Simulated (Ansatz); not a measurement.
```yaml
crystal:
  periodic: [false, false, false]
  atoms:
    - {symbol: W, position_ang: [0.837751, 1.134205, 1.788127]}
    - {symbol: W, position_ang: [-0.355937, -0.946365, 1.891203]}
    - {symbol: W, position_ang: [-1.159403, 1.668806, 0.465489]}
    - {symbol: W, position_ang: [1.021023, 1.640772, -0.686229]}
    - {symbol: Si, position_ang: [-2.113969, -0.614581, 0.187839]}
    - {symbol: Si, position_ang: [1.714822, -0.647421, 0.368089]}
    - {symbol: Si, position_ang: [-0.940829, 0.533624, -1.743987]}
    - {symbol: Si, position_ang: [1.147797, -0.597338, -1.996101]}
    - {symbol: Si, position_ang: [-0.151245, -2.171702, -0.274429]}
basis:
  gaussian: {orbitals: def2-TZVP, initial_orbitals: start.molden}
magnetization: {spin_polarized: true, initial_magnetization: 2}
hamiltonian: {xc: {name: CAM-B3LYP}, dispersion: d4}
scf: {omitted_lower_state_checks: [starts]}
output: {orbitals: {seedname: orbitals}}
```

The file start.molden holds the orbitals of an earlier run on this structure, at another level or in another basis.

```sh
$ ansatz run in.yaml --threads 4 --pin off --events-out ev --progress --plain --max-ram 6963MiB
```

Does this run fit into the memory that it is given?

No. It has 345 basis functions, and Ansatz plans for 8 GiB where 7 GiB are given.
